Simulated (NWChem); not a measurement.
Species: C2H3F3Si; SMILES FC(F)=C([SiH3])F

```xyz
9

F     -1.5083     1.1155     0.0000
C     -0.1828     1.0207     0.0000
F      0.3945     2.2070     0.0000
C      0.4436    -0.1569     0.0000
F      1.8063    -0.1263     0.0000
Si    -0.3984    -1.8411     0.0000
H      0.6835    -2.8542     0.0000
H     -1.2518    -2.0023     1.2050
H     -1.2518    -2.0023    -1.2050
```
Atoms are numbered in this order, from 1.

All runs: NWChem. Pople sets run with spherical d functions. Coordinates come from a B3LYP/6-31G* (spherical d) optimisation. Level: B3LYP/6-31G* with SMD (1 M gas to 1 M solution), gas-phase geometry. Reactions with the solvent are ignored.

Q: Predict the results for solvent toluene. Quantities: solvation free energy (kcal/mol); cavity-dispersion-structure term (kcal/mol); dipole in solution (D).

A: 
```yaml
solvation free energy (kcal/mol): 0.5
cavity-dispersion-structure term (kcal/mol): 1.2
dipole in solution (D): 1.16
```
